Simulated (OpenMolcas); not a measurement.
A run on Nb2+ among 6 point charges of -1 e arranged as a trigonal prism (D3h), 2.07 Å from the ion, with a polar angle of 63.3° against the regular 49.1°.

```json
{
 "Program": "OpenMolcas 26.06",
 "Method": "SS-CASPT2, IPEA 0.25 Eh, imaginary shift 0.1 Eh (closed shells correlated: 4s 4p)",
 "Basis": "ANO-RCC-VDZP [6s5p3d1f]",
 "Scalar Hamiltonian": "DKH2, point nucleus",
 "Active space": "3 electrons in 5 orbitals (4d)",
 "State averaging": "2S+1 = 4 even, 10 roots; 2S+1 = 2 even, 40 roots",
 "Spin-orbit coupling": "RASSI with atomic mean-field integrals over the reference wave functions"
}
```

First CASPT2 step and the start of its output:

```
&CASPT2
Multistate=10 1 2 3 4 5 6 7 8 9 10
NoMult
Frozen=14
IPEA=0.25
Imaginary=0.1
MaxIter=60
WThr=0.0 0.3 0.05
PrWF=0.5
NoMix
```

```
--- CASPT2 ---
Orbital specifications:
      -----------------------

      Symmetry species                           1
                                                 a
      Frozen orbitals                           14
      Inactive orbitals                          4
      Active orbitals                            5
      Secondary orbitals                        20
      Deleted orbitals                           0
      Number of basis functions                 43
Type of calculation                        SS-CASPT2
      Fock operator                              state-specific
      IPEA shift                                 0.25
      Real shift                                 0.00
      Imaginary shift                            0.10
      The input orbitals will be transformed to quasi-canonical
Reference energy:       -3819.2691695886
      E2 (Non-variational):      -0.1855094658
      Shift correction:          -0.0003362989
      E2 (Variational):          -0.1858457646
      Total energy:           -3819.4550153532
      Residual norm:              0.0000003805
      Reference weight:           0.94700
      Contributions to the CASPT2 correlation energy
      Active & Virtual Only:         -0.0129905798
      One Inactive Excited:          -0.0668666614
      Two Inactive Excited:          -0.1056522246
Reference energy:       -3819.2591382329
      E2 (Non-variational):      -0.1906401858
      Shift correction:          -0.0007075660
      E2 (Variational):          -0.1913477518
      Total energy:           -3819.4504859847
      Residual norm:              0.0000005217
      Reference weight:           0.93643
      Contributions to the CASPT2 correlation energy
      Active & Virtual Only:         -0.0164129139
...
```

Over all roots the printed reference weights run from 0.60 to 0.95, and roots that are degenerate in the reference spread by up to 8300 cm-1.

Q: Did the run give usable levels, and if not, why?

A: No. The equations converged, but the reference weight falls to 0.60 for at least one root against 0.95 for the best. A drop of that size marks an intruder state, so the energies of such roots and the levels built on them can't be trusted.
